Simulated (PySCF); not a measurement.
CH10N2Si3, SMILES N[Si@@]1([SiH3])NC[SiH2]1. Geometry: PBE-D3(BJ)/def2-SVP. The structure was generated by enumeration; whether it is a known compound was not checked. One conformer was computed; it need not be the lowest.

Q: Give the equilibrium geometry at PBE-D3(BJ)/def2-SVP (PySCF confirms it by a frequency run) as Cartesian coordinates in Å. (An estimate is asked for; the answer gives what the named calculation found.)

A: Several could match; the one computed here: 
```xyz
16

N      0.3956     1.5722     1.5968
Si     0.1732     0.3375     0.3901
Si     2.3333    -0.5448     0.0009
N     -1.0889    -0.8039     0.8357
C     -1.9898    -1.0560    -0.3003
Si    -1.3164     0.3520    -1.4536
H      1.2928     2.0544     1.6851
H     -0.3837     2.1829     1.8568
H      2.2633    -1.5565    -1.1143
H      2.8909    -1.2398     1.2197
H      3.3234     0.5208    -0.4071
H     -1.1383    -1.4258     1.6490
H     -3.0668    -0.9451    -0.0354
H     -1.8651    -2.0608    -0.7687
H     -2.2808     1.5023    -1.6035
H     -0.9046    -0.1001    -2.8317
```
Charge 0, spin multiplicity 1.
